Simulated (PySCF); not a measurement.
H2TiO: from structure and modes to constants

All numbers come from PBE0/[Ti def2-TZVP, O def2-TZVP, H def2-TZVP], no relativity, density fitting, PySCF.

The singlet minimum has Cs symmetry. Masses (u): Ti 47.94795, O 15.99492, H 1.00782.

```xyz
4
charge 0 multiplicity 1, angstrom
Ti   -0.3446    0.0000    0.1289
O     1.1692    0.0000   -0.3343
H    -1.0534    1.4559   -0.4533
H    -1.0534   -1.4559   -0.4533
```

Harmonic wavenumbers (cm⁻¹): 420.3 (a', ×1), 534.6 (a'', ×1), 637.0 (a', ×1), 1117.8 (a', ×1), 1692.9 (a'', ×1), 1733.1 (a', ×1).

Question: Find the principal moments of inertia and the rotational constants. What kind of rotor is it?

Answer: About the centre of mass I = 5.3543, 32.795, 35.986 u Å². With B = 16.8576/I this gives 3.148, 0.514, 0.4684 cm⁻¹. The molecule is an asymmetric top with κ = -0.97.

Question: What is the harmonic zero-point energy?

Answer: Half the sum of all 6 wavenumbers, 6136/2 = 3068 cm⁻¹, which is 36.7 kJ/mol (1 cm⁻¹ = 0.0119627 kJ/mol).

Question: Give the standard entropy (298.15 K, 1 bar) by its translational, rotational, vibrational and spin parts, and Cp.

Answer: Sackur–Tetrode with M = 65.96 u gives 161.1; rotation with symmetry number 1 gives 84.9; vibration 8.1; spin R ln 1 = 0.0. The total is 254.1 J/(mol K), and Cp = 4 R + 16.3 = 49.5 J/(mol K).

Only a few start shapes were tried, so a lower isomer may exist.
